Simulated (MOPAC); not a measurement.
A run for MOPAC: PM3 on FHOSn (SMILES [OH][Sn][F]), a point of a bond scan (R = 1.967 Å).

```
PM3 1SCF PRECISE CHARGE=0 THREADS=1
FHOSn

Sn     0.17128322 1     0.03284367 1     0.32223931 1
F     -0.23460140 1     1.31044291 1    -1.11659179 1
O     -0.67402817 1    -1.51488275 1    -0.57778587 1
H     -1.06052282 1    -1.31710786 1    -1.44035232 1
```

Program output:

```
*******************************************************************************
 **                                                                           **
 **                              MOPAC v23.2.5                                **
 **                                                                           **
 *******************************************************************************
 ** MOPAC's Digital Object Identifier: https://doi.org/10.5281/zenodo.6511958 **
 **                                                                           **
 ** Please cite the open-source release paper for use of this MOPAC version:  **
 ** J. E. Moussa and J. J. P. Stewart (2026)                                  **
 ** MOPAC: An open-source semiempirical molecular orbital program             **
 ** J. Open Source Softw., 11(119), 8025, https://doi.org/10.21105/joss.08025 **
 *******************************************************************************

                              PM3 CALCULATION RESULTS

 *******************************************************************************
 *  PM3        - The PM3 Hamiltonian to be used
 *
 *
 *
 *                 CHARGE ON SYSTEM = 0
 *
 *
 *
 *  PRECISE    - TIGHTER CRITERIA TO BE USED
 *  1SCF       - DO 1 SCF AND THEN STOP
 *  THREADS=1  - MULTI-THREADING NOT USED
 *  T=         - A TIME OF 172800.0 SECONDS REQUESTED
 *  DUMP=N     - RESTART FILE WRITTEN EVERY 7200.0 SECONDS REQUESTED
 *******************************************************************************
PM3 1SCF PRECISE CHARGE=0 THREADS=1
 FHOSn

   ATOM   CHEMICAL          X               Y               Z
  NUMBER   SYMBOL      (ANGSTROMS)     (ANGSTROMS)     (ANGSTROMS)

     1      Sn          0.17128322  *   0.03284367  *   0.32223931  *
     2       F         -0.23460140  *   1.31044291  *  -1.11659179  *
     3       O         -0.67402817  *  -1.51488275  *  -0.57778587  *
     4       H         -1.06052282  *  -1.31710786  *  -1.44035232  *



          CARTESIAN COORDINATES

    NO.       ATOM           X           Y           Z

     1        Sn          0.1713      0.0328      0.3222
     2         F         -0.2346      1.3104     -1.1166
     3         O         -0.6740     -1.5149     -0.5778
     4         H         -1.0605     -1.3171     -1.4404

  H: (PM3): J. J. P. STEWART, J. COMP. CHEM. 10, 209 (1989).
  O: (PM3): J. J. P. STEWART, J. COMP. CHEM. 10, 209 (1989).
  F: (PM3): J. J. P. STEWART, J. COMP. CHEM. 10, 209 (1989).
 Sn: (PM3): J. J. P. STEWART, J. COMP. CHEM. 12, 320-341 (1991).

           Empirical Formula: H O Sn F  =     4 atoms



      MOLECULAR POINT GROUP   :   Cs


      RHF CALCULATION, NO. OF DOUBLY OCCUPIED LEVELS = 9


 -------------------------------------------------------------------------------
 PM3 1SCF PRECISE CHARGE=0 THREADS=1
 FHOSn



     1SCF WAS SPECIFIED, SO BFGS WAS NOT USED
     SCF FIELD WAS ACHIEVED


                              PM3 CALCULATION
                                                       MOPAC v23.2.5 Linux




          FINAL HEAT OF FORMATION =       -105.13236 KCAL/MOL =    -439.87380 KJ/MOL


          COSMO AREA              =         99.34 SQUARE ANGSTROMS
          COSMO VOLUME            =         87.47 CUBIC ANGSTROMS

          IONIZATION POTENTIAL    =          9.870089 EV
          HOMO LUMO ENERGIES (EV) =         -9.870 -1.439
          NO. OF FILLED LEVELS    =          9
          MOLECULAR WEIGHT        =        154.6957         POINT GROUP:  Cs

          MOLECULAR DIMENSIONS (Angstroms)

            Atom       Atom       Distance
            O     3    F     2     2.90962
            H     4   Sn     1     2.25309
            O     3    H     4     0.00000


          SCF CALCULATIONS        =          1





   ATOM   CHEMICAL          X               Y               Z
  NUMBER   SYMBOL      (ANGSTROMS)     (ANGSTROMS)     (ANGSTROMS)

     1      Sn          0.17128322  *   0.03284367  *   0.32223931  *
     2       F         -0.23460140  *   1.31044291  *  -1.11659179  *
     3       O         -0.67402817  *  -1.51488275  *  -0.57778587  *
     4       H         -1.06052282  *  -1.31710786  *  -1.44035232  *

                             CARTESIAN COORDINATES

   1   Sn        0.171283220     0.032843670     0.322239310
   2    F       -0.234601400     1.310442910    -1.116591790
   3    O       -0.674028170    -1.514882750    -0.577785870
   4    H       -1.060522820    -1.317107860    -1.440352320


           Empirical Formula: H O Sn F  =     4 atoms



      MOLECULAR POINT GROUP   :   Cs


                  EIGENVALUES
 -35.29750 -19.49915 -16.63959 -15.51625 -14.88528 -14.81469 -12.88703 -12.18711
  -9.87009  -1.43948   0.69124   1.19809   5.03564


              NET ATOMIC CHARGES AND DIPOLE CONTRIBUTIONS

  ATOM NO.   TYPE          CHARGE      No. of ELECS.   s-Pop       p-Pop
    1         Sn           0.883401        3.1166     1.80085     1.31575
    2          F          -0.456257        7.4563     1.71290     5.74336
    3          O          -0.634350        6.6344     1.79248     4.84187
    4          H           0.207206        0.7928     0.79279
 DIPOLE           X         Y         Z       TOTAL
 POINT-CHG.     2.239     0.572     4.141     4.743
 HYBRID        -1.635    -0.471    -2.998     3.447
 SUM            0.604     0.102     1.143     1.297


          ATOMIC ORBITAL ELECTRON POPULATIONS

     Atom    s        px        py        pz
    1 Sn   1.80085   0.33160   0.38304   0.60112
    2  F   1.71290   1.93768   1.90888   1.89680
    3  O   1.79248   1.72333   1.73818   1.38035
    4  H   0.79279

 **********************
 *                    *
 * JOB ENDED NORMALLY *
 *                    *
 **********************




 == MOPAC DONE ==
```

The run finished.

Cost: about 0.03 core-seconds (a rough figure).
